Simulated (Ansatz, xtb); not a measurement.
## Relative energy of two isomers of CH8Si3

Structure I is `C1[SiH2][SiH2][SiH2]1`, a singlet and structure II is `[SiH3]C1[SiH2][SiH2]1`, a singlet. Both are isolated molecules in the gas phase, relaxed with PBE0-D3(BJ)/def2-SVP.

Task: Which of the two would you expect CCSD(T)/def2-SVP + ΔMP2/def2-TZVPP electronic energies to favour?

Result: Structure I; the calculation gives E(II) − E(I) = +17.3 kcal/mol.

The same difference at several levels:

```json
{"level": "GFN2-xTB", "geometry": "GFN2-xTB", "E(II) − E(I) (kcal/mol)": "+13.7", "departure from the last row (kcal/mol)": "−3.6", "job, with rough time for the two": "optimisation, 0.41 s"}
{"level": "HF/STO-3G", "geometry": "GFN2-xTB", "E(II) − E(I) (kcal/mol)": "+45.5", "departure from the last row (kcal/mol)": "+28.1", "job, with rough time for the two": "single point, 0.32 s"}
{"level": "r2SCAN-D4/def2-SVP", "geometry": "GFN2-xTB", "E(II) − E(I) (kcal/mol)": "+16.0", "departure from the last row (kcal/mol)": "−1.4", "job, with rough time for the two": "single point, 3.9 s"}
{"level": "PBE0-D3(BJ)/def2-SVP", "geometry": "PBE0-D3(BJ)/def2-SVP", "E(II) − E(I) (kcal/mol)": "+20.9", "departure from the last row (kcal/mol)": "+3.5", "job, with rough time for the two": "optimisation, 70 s"}
{"level": "HF/def2-SVP", "geometry": "PBE0-D3(BJ)/def2-SVP", "E(II) − E(I) (kcal/mol)": "+17.5", "departure from the last row (kcal/mol)": "+0.2", "job, with rough time for the two": "part of the CCSD(T) run"}
{"level": "MP2/def2-SVP", "geometry": "PBE0-D3(BJ)/def2-SVP", "E(II) − E(I) (kcal/mol)": "+16.5", "departure from the last row (kcal/mol)": "−0.9", "job, with rough time for the two": "part of the CCSD(T) run"}
{"level": "CCSD(T)/def2-SVP", "geometry": "PBE0-D3(BJ)/def2-SVP", "E(II) − E(I) (kcal/mol)": "+17.2", "departure from the last row (kcal/mol)": "−0.1", "job, with rough time for the two": "single point"}
{"level": "CCSD(T)/def2-SVP + ΔMP2/def2-TZVPP", "geometry": "PBE0-D3(BJ)/def2-SVP", "E(II) − E(I) (kcal/mol)": "+17.3", "departure from the last row (kcal/mol)": "", "job, with rough time for the two": "single point, 26 s"}
```

As drawn, II has 1 C–Si, 1 Si–H in place of 1 Si–Si, 1 C–H. Structure I has a 4-membered ring, II a 3-membered ring.

The levels shown agree on the order. The largest departure from CCSD(T)/def2-SVP + ΔMP2/def2-TZVPP is that of HF/STO-3G, 28.1 kcal/mol. The last row adds to CCSD(T) the change of the MP2 difference between the two basis sets, here +0.1 kcal/mol.

With harmonic frequencies from PBE0-D3(BJ)/def2-SVP (ideal gas, rigid rotor, one conformer each, 400 K, 1 atm): the zero-point term adds −1.7 kcal/mol; ΔH is +15.9 and ΔG +14.9 kcal/mol.

The correlated steps freeze 16 core orbitals. Run with Ansatz 0.2.0, xtb 6.7.1; the last row on 2 threads of Arm Neoverse V2 on a shared host.
